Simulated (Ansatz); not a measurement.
Species: H3B, SMILES `B` (charge 0, multiplicity 1), formula H3B.

Question: How many basis functions does frozen-core CCSD(T)/cc-pVQZ // CAM-B3LYP-D3(BJ)/def2-TZVP (Ansatz, a program for electronic structure) use, how many core orbitals are frozen, and how many electrons are correlated?

Answer: 145 basis functions and 1 frozen orbitals, which leaves 6 correlated electrons. Core time is of the order of seconds.
